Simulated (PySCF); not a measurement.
## Solvent effects on NMR parameters

Numbering as in the mapped SMILES `[CH3:1][CH:2]([CH3:3])[BH2-:4][n+:5]1[cH:6][cH:7][cH:8][cH:9][cH:10]1`. Hydrogens are named by the atom that carries them.

GIAO PBE0/pcSseg-1 in PySCF 2.14 on one PBE0-D3(BJ)/def2-SVP conformer, non-relativistic, equivalent nuclei averaged. Solvents enter as an IEF-PCM continuum (methanol with ε = 32.6, dimethylsulfoxide with ε = 46.8) around the gas-phase geometry. Shifts are referred to TMS, BF3·OEt2 computed in the same medium.

Gas phase, δ in ppm: C6/C10 153.4, C8 143.2, C7/C9 128.9, C1/C3 22.4, C2 21.2, B4 -4.6, H(C6)/H(C10) 8.69, H(C8) 7.84, H(C7)/H(C9) 7.41, H(B4) 3.08, H(C2) 0.98, H(C1)/H(C3) 0.57. Dipole moment 6.07 D.

Problem. How does each δ change in the continuum?

Solution. 
```tsv
atoms	environment	Δδ, methanol	Δδ, dimethylsulfoxide
C6/C10	aromatic CH next to a ring nitrogen	+0.9	+0.9
C8	aromatic CH	+5.3	+5.4
C7/C9	aromatic CH	+3.4	+3.5
C1/C3	methyl carbon	+0.6	+0.6
C2	sp3 CH bonded to B	+0.2	+0.2
B4	boron bonded to C, N, 2 H	-1.1	-1.1
H(C6)/H(C10)	hydrogen on an aromatic CH next to a ring nitrogen	-0.05	-0.05
H(C8)	hydrogen on an aromatic CH	+0.50	+0.51
H(C7)/H(C9)	hydrogen on an aromatic CH	+0.45	+0.45
H(B4)	hydrogen on a boron bonded to C, N	-0.40	-0.40
H(C2)	hydrogen on an sp3 CH bonded to B	-0.39	-0.39
H(C1)/H(C3)	hydrogen on a methyl carbon	+0.04	+0.04
```

Changes are relative to the gas phase. The dipole moment becomes 8.01 D in methanol, 8.04 D in dimethylsulfoxide.

Problem. Which of the listed nuclei move most (in ppm), and what does the model miss? (N and O are left out, as their reference compounds move with the solvent too.)

Solution. C8 (aromatic CH, +5.4 ppm) in dimethylsulfoxide. A continuum only polarises the solute; specific hydrogen bonds, the anisotropy of aromatic solvents and changes of geometry or conformer are outside it.
